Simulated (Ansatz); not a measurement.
CHNO, SMILES `N=C=O` (charge 0, multiplicity 1).

Level of theory: LC-ωPBE/cc-pVTZ // PBE0-D3(BJ)/def2-TZVP run with Ansatz (a program for electronic structure).

Ansatz 0.2 input:
```yaml
crystal:
  periodic: [false, false, false]
  atoms:
    - { symbol: N, position_ang: [-0.669555, 0.304364, -0.256407] }
    - { symbol: C, position_ang: [0.490231, 0.035348, -0.050672] }
    - { symbol: O, position_ang: [1.635539, -0.106475, 0.073915] }
    - { symbol: H, position_ang: [-1.456215, -0.233238, 0.060982] }
basis:
  gaussian: { orbitals: cc-pVTZ }
hamiltonian:
  xc: lc_wpbe
```

Output:

```
Functional definition: LC-wPBE
566 factors; their error is unknown
150 factors; integrals over basis functions are off by at most 4.2e-5 eV
mean field evaluation 1: about -4585.2259 eV, gradient 4.7e1 eV
mean field evaluation 2: about -4585.2178 eV, gradient 4.9e1 eV
mean field evaluation 4: about -4588.7798 eV, gradient 2.2e0 eV
mean field evaluation 8: about -4588.7866 eV, gradient 4.0e-2 eV
mean field evaluation 16: about -4588.7747 eV, gradient 4.5e-5 eV
mean field -4588.77474501 eV, -168.6343614961 hartree, gradient 4.5e-5 eV, S^2 0.000000; 0 other end points of the search recorded, 0 dependent functions left out
reference -4588.77474502 eV, -168.6343614962 hartree; 11, 11 occupied and 93, 93 virtual orbitals, 566 factors
Total energy: -4588.77474502 eV, -168.6343614962 hartree
```
